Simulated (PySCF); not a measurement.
Gas-phase reaction: GaH + Cl₂ = GaCl + HCl

Computed with PySCF and rigid-rotor harmonic-oscillator thermochemistry at 1 bar. † marks an energy on the PBE0/def2-TZVP geometry and frequencies; other levels use their own. MP2 freezes the core. 6-31G* has spherical d functions here. All species are closed-shell singlets. Ga: all electrons, no relativistic terms. GaH: computed as isolated molecules; such fragments, hydroxides, amides, oligomers or adducts are transient or little studied in the gas. MP2 isn't extrapolated to the basis-set limit; its ΔH°(298 K) is -408.0 kJ in def2-SVP and -396.1 kJ in def2-TZVPP. The harmonic model lacks anharmonicity and excited electronic states, which grow with temperature; levels with a mode under 35 cm⁻¹ are left out.

```json
[
 {"level": "HF/6-31G*", "ΔE electronic, kJ": "-399", "ΔH°(298 K), kJ": "-391", "ΔS°(298 K), J/K": "5", "ΔG°(1400 K), kJ": "-397"},
 {"level": "M06-2X/def2-TZVP†", "ΔE electronic, kJ": "-383", "ΔH°(298 K), kJ": "-375", "ΔS°(298 K), J/K": "4", "ΔG°(1400 K), kJ": "-381"},
 {"level": "MP2/def2-TZVPP†", "ΔE electronic, kJ": "-404", "ΔH°(298 K), kJ": "-396", "ΔS°(298 K), J/K": "4", "ΔG°(1400 K), kJ": "-401"},
 {"level": "PBE/def2-SVP", "ΔE electronic, kJ": "-384", "ΔH°(298 K), kJ": "-377", "ΔS°(298 K), J/K": "3", "ΔG°(1400 K), kJ": "-380"},
 {"level": "PBE/def2-TZVP†", "ΔE electronic, kJ": "-369", "ΔH°(298 K), kJ": "-361", "ΔS°(298 K), J/K": "4", "ΔG°(1400 K), kJ": "-367"},
 {"level": "PBE0/def2-SVP†", "ΔE electronic, kJ": "-399", "ΔH°(298 K), kJ": "-391", "ΔS°(298 K), J/K": "4", "ΔG°(1400 K), kJ": "-397"},
 {"level": "LDA/def2-TZVP†", "ΔE electronic, kJ": "-375", "ΔH°(298 K), kJ": "-368", "ΔS°(298 K), J/K": "4", "ΔG°(1400 K), kJ": "-373"},
 {"level": "ωB97X-V/def2-TZVP†", "ΔE electronic, kJ": "-379", "ΔH°(298 K), kJ": "-372", "ΔS°(298 K), J/K": "4", "ΔG°(1400 K), kJ": "-377"}
]
```
ΔH° is lowest at MP2/def2-TZVPP† and highest at PBE/def2-TZVP†. No reference value is set beside these.
